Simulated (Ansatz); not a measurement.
Gas-phase electronic energies from Ansatz, PBE0-D4/def2-TZVP geometries. CCSD(T)/CBS adds triple-zeta CCSD(T) − MP2 to the extrapolated MP2 energy (def2 sets, frozen cores). This one scheme is used for every species. Functionals use def2-TZVPP. For As outer-core shells are correlated without core-valence functions, which leaves a few kJ/mol of doubt a bond. Scalar relativity is left out up to krypton. Each species was taken in one conformer, which may not be the lowest.

`CN[AsH]O` + `O[Si]S` → `CS[Si]O` + `N[AsH]O`  (substitution at a C–N bond)

```csv
species,PBE0-D4 energy (Eh)
`CN[AsH]O`,-2407.18544
`O[Si]S`,-763.87420
`CS[Si]O`,-803.15591
`N[AsH]O`,-2367.91638
```

Task: Work out ΔE.

Result: ΔE = (-803.15591) + (-2367.91638) − (-2407.18544) − (-763.87420) = -0.01265 Eh = -0.34 eV. CCSD(T)/CBS gives -0.33 eV.

Largest T1 diagnostic among the species: 0.015.
